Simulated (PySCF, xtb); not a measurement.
C4H7FSi, SMILES F[C@]1([SiH3])C=CC1.

Harmonic wavenumbers (cm⁻¹) from GFN2-xTB (xtb 6.7.1) at its own minimum, in rising order: 103, 144, 208, 241, 379, 424, 525, 545, 564, 746, 760, 766, 775, 815, 877, 911, 991, 1022, 1026, 1044, 1113, 1183, 1196, 1252, 1448, 1643, 2278, 2296, 2301, 2977, 3008, 3113, 3138.

**Question.** What does PBE-D3(BJ)/def2-SVP in PySCF 2.14.0 give at its own minimum? (The exact figures need the calculation; the answer reports its results.)

**Answer.** 134, 159, 200, 242, 375, 406, 526, 596, 608, 694, 840, 858, 877, 905, 907, 913, 943, 989, 1014, 1030, 1112, 1146, 1178, 1275, 1390, 1587, 2163, 2177, 2182, 2972, 3046, 3115, 3147. Paired by order, the mean absolute difference is 40 cm⁻¹ and the zero-point energies are 56.9 and 56.8 kcal/mol.
